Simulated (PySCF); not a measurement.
ZnP: from constants to spectrum

B2PLYP constants of ZnP, ⁴Σ⁻ (quartet), unpaired electrons σ ↑, π ↑↑ (PySCF, spin-free X2C with a Gaussian nucleus, basis sets Zn x2c-TZVPPall, P x2c-TZVPPall; masses 63.9291 and 30.9738 u):

```
ωe           : 196.3 cm⁻¹
ωexe         : 4.27 cm⁻¹
Be           : 0.13319 cm⁻¹
αe           : 0.00228 cm⁻¹
De to Zn + P : 0.226 eV
```

**Question.** What force constant and bond length do these constants imply?

**Answer.** Reduced mass μred = 20.865 u; k = 5.8918×10⁻⁷·μred·ωe² (u, cm⁻¹, mdyn/Å) = 0.474 mdyn/Å; Re = √(16.8576/(μred·Be)) (u, cm⁻¹, Å) = 2.463 Å.

**Question.** Estimate the centrifugal constant D from the Kratzer relation and find the Dunham coefficient a1.

**Answer.** D = 4Be³/ωe² = 2.45e-07 cm⁻¹; a1 = −1 − αeωe/(6Be²) = -5.20.

Correlated steps freeze 10 core orbitals. The bond is weak. Basis-set superposition, not corrected here, can be much of De in a small basis, most of all at correlated wavefunction levels. Functionals without a dispersion term scatter widely for such bonds, and LDA overbinds them. B2PLYP dipoles, levels and charges come from its SCF part alone. The state is the lowest determinant that a PBE0 search found; another state may lie lower at other levels.
